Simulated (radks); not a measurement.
Pb XXXIV, 49 electrons, occupied as [Kr] 4d10 4f3 (the NIST ground configuration).

Method: non-relativistic Kohn-Sham, LB94 model potential, spin-polarised, spherical densities, point nucleus; open shells are filled with parallel spins first (spin-orbit coupling, left out, can overturn this in heavy ions); relativity is left out, which matters for an element this heavy; computed with a radial shooting solver on a logarithmic mesh with Libxc functionals.

Energy parts (hartree):
part                   energy
kinetic            18973.9870
electron-nucleus  -42794.3442
Hartree             5177.8094
(The LB94 potential has no energy functional, so no total or exchange-correlation energy is given.)

Orbitals (lengths in bohr, moments of r in powers of bohr; r(max) is where P^2 peaks):
orbital  occ.  eigenvalue (hartree)   r(max)
1s up       1             -2956.351  0.01225
1s down     1             -2956.351  0.01225
2s up       1             -536.8772  0.06648
2s down     1             -536.8845  0.06648
2p up       3             -518.9231  0.05152
2p down     3             -518.9282  0.05152
3s up       1             -162.9504   0.1808
3s down     1             -162.9154   0.1808
3p up       3             -154.4325   0.1699
3p down     3             -154.4057   0.1699
3d up       5             -138.5046   0.1332
3d down     5             -138.4953   0.1332
4s up       1             -67.07545   0.3889
4s down     1             -66.88490   0.3890
4p up       3             -63.27931   0.3852
4p down     3             -63.08779   0.3854
4d up       5             -56.35668   0.3707
4d down     5             -56.16312   0.3709
4f up       3             -47.41714   0.3085
4f down     0             -47.23593   0.3080

The highest occupied level is 4f up at -1290.3 eV. The electron density at the nucleus is 3.963e+05 e/bohr^3.
